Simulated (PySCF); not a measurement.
# Diatomic cations of P with the second period

PBE0 with triple-zeta basis sets in PySCF, for the lowest determinant that a PBE0 search found; no spin–orbit coupling. De refers to high-spin ground-configuration atoms (the charge goes to the atom of lower measured ionisation energy or higher electron affinity, which is not always the lowest computed limit). A positive dipole points towards P; it is taken about the centre of mass and depends on that origin.

| M | basis | charged atom | state (unpaired electrons) | Re (Å) | ωe (cm⁻¹) | De (eV) | μ (D) |
| --- | --- | --- | --- | --- | --- | --- | --- |
| Li | def2-TZVP | Li+ | quartet (σ ↑, π ↑↑) | 2.631 | 255 | 0.40 | -8.02 |
| Be | def2-TZVP | Be+ | triplet (π ↑↑) | 2.018 | 659 | 2.66 | -6.55 |
| B | def2-TZVPPD | B+ | quartet (σ ↑, π ↑↑) | 1.846 | 779 | 3.01 | -1.57 |
| O | def2-TZVPPD | P+ | singlet (closed shell) | 1.420 | 1483 | 7.96 | 3.39 |
| F | def2-TZVPPD | P+ | doublet (π ↑) | 1.509 | 1058 | 5.55 | 2.56 |

The shortest bond is that of PO⁺ (1.420 Å), the longest that of LiP⁺ (2.631 Å). PO⁺ is bound most strongly (7.96 eV) and LiP⁺ least (0.40 eV).

The rows differ in basis set, which adds steps of its own.

The state changes along the series, so neighbouring rows are not always alike in their bonding.

Weak bonds: LiP⁺. Basis-set superposition, not corrected here, can be much of De in a small basis, most of all at correlated wavefunction levels. For an ion De counts to the pair picked by the measured ionisation energies or electron affinities, which need not be the lowest pair at this level. States were picked by a PBE0 search and need not be the measured ground states.
